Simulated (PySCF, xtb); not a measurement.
C3H8O2Si, SMILES C[C@H]1OC[Si@@H]1O.

GFN2-xTB in xtb at its own geometry gives an orbital gap of 5.06 eV and a dipole moment of 1.94 D.

Geometry optimised at B3LYP-D3(BJ)/def2-SVP. The structure was generated by enumeration; whether it is a known compound was not checked. One conformer was computed; it need not be the lowest.

What does PBE/def2-TZVP run with PySCF give? (An estimate is asked for; the answer gives what the named calculation found.)

gap 5.03 eV (levels -5.59 and -0.56 eV), dipole 1.51 D.
